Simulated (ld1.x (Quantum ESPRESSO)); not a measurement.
## What one change does to a pseudopotential (gallium, TM)

```
Element                 : gallium (Ga)
Generator               : ld1.x (Quantum ESPRESSO) 7.5
Type                    : norm-conserving Troullier–Martins (Kleinman–Bylander form)
Functional              : PBE
Relativity              : scalar-relativistic
Frozen core             : [Ar]
Valence charge          : 13
Reference configuration : 3d10 4s2 4p1
Partial waves           : 4s (bound): rc 1.60 bohr; 4p (bound): rc 2.25 bohr; 3d (bound): rc 1.40 bohr
Local potential         : the d channel
Core correction         : none
```

All-electron outer shells of the reference configuration (PBE, scalar-relativistic, ld1.x):

```tsv
shell	level (eV)	outermost node (bohr)	outermost maximum (bohr)
3s	-148.13	0.27	0.56
3p	-98.86	0.24	0.56
3d	-19.15	–	0.53
4s	-8.95	0.81	1.90
4p	-2.58	0.87	2.53
```

Change: wave 4s (bound): rc 1.60 bohr becomes 4s (bound): rc 2.18 bohr.

Cutoffs: the cutoffs (Ry, on a coarse ladder) from which the occupation-weighted sum of valence levels, in a spherical-Bessel basis at the reference potential, stays within 10 and 1 mRy of its value at 400 Ry; they do not see the model core or the augmentation charge, which bear on the density cutoff. Errors are all-electron minus pseudo energies relative to the spin-unpolarised reference configuration.

Q: What does the change do?

A: The potential gets neither clearly harder nor softer (160 Ry and 260 Ry → 160 Ry and 260 Ry); both files keep a bound ghost (p, s); of the 6 tests that both files solve, the error grows in 0 and shrinks in 3 by more than 15 % and 0.3 meV (median size 5.2 → 3.4 meV). That the errors move this way runs against the usual rule that smaller radii transfer better.

```tsv
quantity	base	changed
cutoff, loose	160 Ry	160 Ry
cutoff, tight	260 Ry	260 Ry
loose cutoff by channel (10 mRy a level)	s 18 Ry, p 6 Ry, d 140 Ry	s 15 Ry, p 6 Ry, d 140 Ry
bound ghosts	s, p	s, p
tests counted (converged, no solver errors)	6 of 7	6 of 7
error for 3d10 4s2 4p0, meV [ΔE 5.69 eV]	+0.1	+0.1
error for 3d10 4s1 4p0, meV [ΔE 26.82 eV]	+17	+18
error for 3d10 4s0 4p0, meV [ΔE 58.09 eV]	+103	+81
error for 3d10 4s1 4p2, meV [ΔE 6.54 eV]	+1.8	-1.2
error for 3d10 4s2 4p1.3, meV [ΔE -0.53 eV]	+0.1	+0.1
error for 3d10 4s0 4p3, meV [ΔE 13.37 eV]	+8.6	-5.7
s: phases at 2.45 bohr within 0.05 rad from the reference energy up to (Ry; the scan ends near 5)	2.6	2.3
p: phases at 2.45 bohr within 0.05 rad from the reference energy up to (Ry; the scan ends near 5)	4.4	4.4
d: phases at 2.45 bohr within 0.05 rad from the reference energy up to (Ry; the scan ends near 5)	0.7	0.7
```

Base: Tests not counted: 3d9 4s2 4p2 (solver errors, printed error -14.9 eV). Changed file: Tests not counted: 3d9 4s2 4p2 (solver errors, printed error -14.8 eV). A true bound ghost makes a file unfit for plane-wave use even where its test errors are small: the radial tests pick states by their node count and pass the ghost by. Where a test does run into it, the solver fails or the error is huge.
